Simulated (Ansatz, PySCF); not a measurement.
(1Z,3Z)-1,4-dichlorobuta-1,3-diene (C₄H₄Cl₂), SMILES Cl/C=C\C=C/Cl. Atoms are numbered in the order given.

```xyz
10

Cl     0.2684     2.8466     0.0000
C     -0.9308     1.6089     0.0000
C     -0.6592     0.2945     0.0000
C      0.6592    -0.2945     0.0000
C      0.9308    -1.6089     0.0000
Cl    -0.2684    -2.8466     0.0000
H     -1.9512     1.9958     0.0000
H     -1.5170    -0.3841     0.0000
H      1.5170     0.3841     0.0000
H      1.9512    -1.9958     0.0000
```
Charge 0, spin multiplicity 1.

Geometry optimised at PBE0-D3(BJ)/def2-SVP. Other conformers were not sampled.

Two levels are set side by side: PBE-D3(BJ)/def2-SVP (Ansatz, a first-principles code) and PBE0-D3(BJ)/def2-SVP (Ansatz). Each level has its own optimised geometry; the coordinates shown are those of the second. Frequencies come from the Hessian of PySCF at each geometry. Differences are taken from unrounded values.

| quantity | PBE0-D3(BJ) |
|---|---|
| mean bond length (Å) | 1.327 |
| bond Cl1–C2 (Å) | 1.723 |
| bond C2–C3 (Å) | 1.342 |
| bond C3–C4 (Å) | 1.444 |
| bond C4–C5 (Å) | 1.342 |
| bond C5–Cl6 (Å) | 1.723 |
| bond C2–H7 (Å) | 1.091 |
| bond C3–H8 (Å) | 1.094 |
| bond C4–H9 (Å) | 1.094 |
| bond C5–H10 (Å) | 1.091 |
| highest harmonic wavenumber (cm⁻¹) | 3247 |
| mean harmonic wavenumber (cm⁻¹) | 1249 |
| zero-point energy (kcal/mol) | 42.85 |

### Question
What does PBE-D3(BJ) give, and how far is it from PBE0-D3(BJ)? (Estimate from the structure and the level; the computed values follow.)

### Answer

```
quantity                            PBE-D3(BJ)  PBE-D3(BJ) minus PBE0-D3(BJ)
----------------------------------  ----------  ----------------------------
mean bond length (Å)                     1.337                         0.010
bond Cl1–C2 (Å)                          1.736                         0.012
bond C2–C3 (Å)                           1.356                         0.014
bond C3–C4 (Å)                           1.444                         0.000
bond C4–C5 (Å)                           1.356                         0.014
bond C5–Cl6 (Å)                          1.736                         0.012
bond C2–H7 (Å)                           1.099                         0.008
bond C3–H8 (Å)                           1.102                         0.008
bond C4–H9 (Å)                           1.102                         0.008
bond C5–H10 (Å)                          1.099                         0.008
highest harmonic wavenumber (cm⁻¹)        3152                           -95
mean harmonic wavenumber (cm⁻¹)           1204                           -45
zero-point energy (kcal/mol)             41.30                         -1.55
```

GGA bonds tend to be longer and softer than those of functionals with exact exchange. Differences between two approximate levels are no errors against the true value.
